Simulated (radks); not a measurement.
The numbers below are computed, except where a source is named.
Question: The cerium ion Ce4+, configuration [Xe] (the NIST ground configuration). Level of theory: Dirac Kohn-Sham, Slater X-alpha with alpha = 0.89, spin-unpolarised, spherical densities, point nucleus (a radial shooting solver on a logarithmic mesh with Libxc functionals). Some entries of the table are withheld. Estimate them.

orbital  occ.  eigenvalue (hartree)  <1/r> (bohr^-1)  <r> (bohr)
1s1/2       2             -1485.516            63.39     0.02455
2s1/2       2             -240.3031            14.97      0.1045
2p1/2       2             -227.3805            14.96     0.08768
2p3/2       4             -210.8196            13.55     0.09388
3s1/2       2             -53.47978            5.412      0.2773
3p1/2       2             -47.94397            5.331      0.2667
3p3/2       4             -44.67195            4.977      0.2788
3d3/2       4             -34.91796            4.848      0.2496
3d5/2       6             -34.21037            4.758      0.2534
4s1/2       2             -12.29627            2.261      0.6309
4p1/2       2             -10.21521            2.161      0.6476
4p3/2       4              -9.49659            2.045      0.6741
4d3/2       4              -6.04735            1.839      0.7214
4d5/2       6              -5.91839            1.811      0.7305
5s1/2       2                   (1)           0.9339       1.434
5p1/2       2              -2.41409           0.8481         (2)
5p3/2       4              -2.28665           0.8095         (3)

Answer: 
(1) 5s1/2 eigenvalue (hartree): -3.03618
(2) 5p1/2 <r> (bohr): 1.563
(3) 5p3/2 <r> (bohr): 1.625
